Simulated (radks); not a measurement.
Results of a calculation; reference values are marked as such.
Task: The oxygen anion O2-, [Ne], held by a Watson sphere: a shell of charge +2 at radius R that stands for the Madelung well of a crystal (potential energy -2/R inside, -2/r outside, in hartree with lengths in bohr). Code: a radial shooting solver on a logarithmic mesh with Libxc functionals. Model: scalar-relativistic Kohn-Sham, LB94 model potential, spin-polarised, spherical densities, finite nucleus; Fermi nuclear charge, rms radius of each element as measured or else 0.836 A^(1/3) + 0.57 fm. Response by self-consistent Sternheimer equations with the Hartree and adiabatic LDA kernel, the relativistic mass of each level held fixed and spin-orbit coupling left out. The sphere does not respond.

R (bohr)  e(1s) (eV)  e(2s) (eV)  e(2p) (eV)  <r> 2p (bohr)  sum of <r^2> (bohr^2)  X-ray form factor at sin(theta)/lambda = 0.1 1/angstrom  alpha (bohr^3)
2.17         -532.35     -25.898     -12.134          1.489                  21.80                                                    8.612           14.62
2.6          -531.36     -23.976     -10.383          1.563                  24.15                                                    8.503           20.92
3.01         -530.40     -22.528      -8.994          1.623                  26.26                                                    8.417           28.73
3.14         -530.11     -22.131      -8.605          1.640                  26.90                                                    8.393           31.63
3.19         -530.00     -21.985      -8.461          1.646                  27.15                                                    8.384           32.81
3.71         -528.93     -20.661      -7.134          1.707                  29.66                                                    8.302           47.21
3.84         -528.69     -20.377      -6.845          1.721                  30.27                                                    8.284           51.51

Estimate the row for R = 2.28 bohr.

Result: e(1s) (eV) -532.11; e(2s) (eV) -25.360; e(2p) (eV) -11.655; <r> 2p (bohr) 1.509; sum of <r^2> (bohr^2) 22.42; X-ray form factor at sin(theta)/lambda = 0.1 1/angstrom 8.582; alpha (bohr^3) 16.06.
